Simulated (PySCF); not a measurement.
Gas-phase reaction: C₂F₆ ⇌ CF₂ + CF₄

Energies from PySCF (xtb for GFN2), thermal terms from the rigid-rotor harmonic-oscillator model, ideal gas at 1 bar. † marks an energy on the PBE0/def2-TZVP geometry and frequencies; other levels use their own. MP2 freezes the core. All species are closed-shell singlets. MP2 isn't extrapolated to the basis-set limit.

| level | ΔH°(298 K), kJ |
|---|---|
| GFN2-xTB | 252 |
| HF/def2-TZVP† | … |
| M06-2X/def2-TZVP† | 223 |
| MP2/def2-TZVPP† | 227 |
| PBE/def2-SVP | 237 |
| PBE/def2-TZVP† | … |
| LDA/def2-TZVP† | … |
| ωB97X-V/def2-TZVP† | … |

### Question
Some entries are withheld; supply them.

### Answer

- HF/def2-TZVP†, ΔH°(298 K), kJ: 181
- PBE/def2-TZVP†, ΔH°(298 K), kJ: 216
- LDA/def2-TZVP†, ΔH°(298 K), kJ: 274
- ωB97X-V/def2-TZVP†, ΔH°(298 K), kJ: 223
